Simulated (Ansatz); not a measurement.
Born–Oppenheimer molecular dynamics of CH3Cl3Si (8 atoms, charge 0, multiplicity 1). It starts from a relaxed structure.

Method: RHF/def2-SVP (Ansatz).

- ensemble: NVE (velocity Verlet)
- time step: 1 fs
- steps asked: 100
- starting velocities drawn for: 200 K
- seed: 307956

First frame:

```xyz
8
Properties=species:S:1:pos:R:3
Si 0.000 0.000 0.011
C 0.000 0.000 1.863
H -1.022 -0.071 2.241
H 0.572 -0.850 2.241
H 0.450 0.920 2.241
Cl 1.920 0.125 -0.711
Cl -1.067 1.600 -0.712
Cl -0.851 -1.724 -0.712
```

Question: What does the run give?

Answer: All steps were run.

- steps done: 100
- time covered: 100 fs
- mean temperature over the second half: 105 K
- spread of the potential energy over the second half: 1.8 meV per atom
- mean potential energy of the second half above the start: 9.4 meV per atom

The conserved energy stayed within 0.28 meV per atom of its start (net change 0.11 meV per atom), so the integration is sound. Over the second half the temperature averaged 0.52 of the 200 K drawn at the start: a run that starts near a minimum puts about half its kinetic energy into the potential. A run of 0.1 ps of so small a system gives no equilibrium averages.

Question: What happens to the structure?

Answer: The same pairs are bonded in the first frame and the last. Pairs count as bonded within 1.25 times the sum of covalent radii (0.12 Å more for H–H). The details hang on the random start.

Question: How do temperature and energy run in time?

Answer: 
```json
{"time (fs)": "0", "T (K)": "200", "potential energy less start (eV)": "0.000", "conserved less start (meV/atom)": "0.00"}
{"time (fs)": "3", "T (K)": "157", "potential energy less start (eV)": "0.035", "conserved less start (meV/atom)": "0.24"}
{"time (fs)": "6", "T (K)": "128", "potential energy less start (eV)": "0.057", "conserved less start (meV/atom)": "0.16"}
{"time (fs)": "9", "T (K)": "115", "potential energy less start (eV)": "0.067", "conserved less start (meV/atom)": "0.13"}
{"time (fs)": "12", "T (K)": "100", "potential energy less start (eV)": "0.079", "conserved less start (meV/atom)": "0.25"}
{"time (fs)": "15", "T (K)": "114", "potential energy less start (eV)": "0.067", "conserved less start (meV/atom)": "0.06"}
{"time (fs)": "18", "T (K)": "101", "potential energy less start (eV)": "0.079", "conserved less start (meV/atom)": "0.25"}
{"time (fs)": "21", "T (K)": "124", "potential energy less start (eV)": "0.059", "conserved less start (meV/atom)": "0.09"}
{"time (fs)": "24", "T (K)": "106", "potential energy less start (eV)": "0.074", "conserved less start (meV/atom)": "0.11"}
{"time (fs)": "27", "T (K)": "64", "potential energy less start (eV)": "0.108", "conserved less start (meV/atom)": "0.27"}
{"time (fs)": "30", "T (K)": "79", "potential energy less start (eV)": "0.094", "conserved less start (meV/atom)": "0.07"}
{"time (fs)": "33", "T (K)": "75", "potential energy less start (eV)": "0.099", "conserved less start (meV/atom)": "0.24"}
{"time (fs)": "36", "T (K)": "87", "potential energy less start (eV)": "0.089", "conserved less start (meV/atom)": "0.12"}
{"time (fs)": "39", "T (K)": "73", "potential energy less start (eV)": "0.099", "conserved less start (meV/atom)": "0.14"}
{"time (fs)": "42", "T (K)": "53", "potential energy less start (eV)": "0.115", "conserved less start (meV/atom)": "0.23"}
{"time (fs)": "45", "T (K)": "63", "potential energy less start (eV)": "0.107", "conserved less start (meV/atom)": "0.05"}
{"time (fs)": "48", "T (K)": "42", "potential energy less start (eV)": "0.124", "conserved less start (meV/atom)": "0.24"}
{"time (fs)": "51", "T (K)": "69", "potential energy less start (eV)": "0.103", "conserved less start (meV/atom)": "0.12"}
{"time (fs)": "54", "T (K)": "91", "potential energy less start (eV)": "0.086", "conserved less start (meV/atom)": "0.12"}
{"time (fs)": "57", "T (K)": "92", "potential energy less start (eV)": "0.085", "conserved less start (meV/atom)": "0.22"}
{"time (fs)": "60", "T (K)": "104", "potential energy less start (eV)": "0.075", "conserved less start (meV/atom)": "0.07"}
{"time (fs)": "63", "T (K)": "78", "potential energy less start (eV)": "0.096", "conserved less start (meV/atom)": "0.24"}
{"time (fs)": "66", "T (K)": "84", "potential energy less start (eV)": "0.091", "conserved less start (meV/atom)": "0.14"}
{"time (fs)": "69", "T (K)": "98", "potential energy less start (eV)": "0.080", "conserved less start (meV/atom)": "0.14"}
{"time (fs)": "72", "T (K)": "117", "potential energy less start (eV)": "0.066", "conserved less start (meV/atom)": "0.20"}
{"time (fs)": "75", "T (K)": "141", "potential energy less start (eV)": "0.046", "conserved less start (meV/atom)": "0.06"}
{"time (fs)": "78", "T (K)": "126", "potential energy less start (eV)": "0.059", "conserved less start (meV/atom)": "0.20"}
{"time (fs)": "81", "T (K)": "125", "potential energy less start (eV)": "0.059", "conserved less start (meV/atom)": "0.14"}
{"time (fs)": "84", "T (K)": "120", "potential energy less start (eV)": "0.063", "conserved less start (meV/atom)": "0.12"}
{"time (fs)": "87", "T (K)": "96", "potential energy less start (eV)": "0.083", "conserved less start (meV/atom)": "0.24"}
{"time (fs)": "90", "T (K)": "108", "potential energy less start (eV)": "0.072", "conserved less start (meV/atom)": "0.10"}
{"time (fs)": "93", "T (K)": "109", "potential energy less start (eV)": "0.073", "conserved less start (meV/atom)": "0.22"}
{"time (fs)": "96", "T (K)": "122", "potential energy less start (eV)": "0.062", "conserved less start (meV/atom)": "0.12"}
{"time (fs)": "99", "T (K)": "107", "potential energy less start (eV)": "0.073", "conserved less start (meV/atom)": "0.12"}
```

Time of the run: 3.9 min on 1 thread of Arm Neoverse V1, with other jobs on the host, peak memory 0.21 GiB.
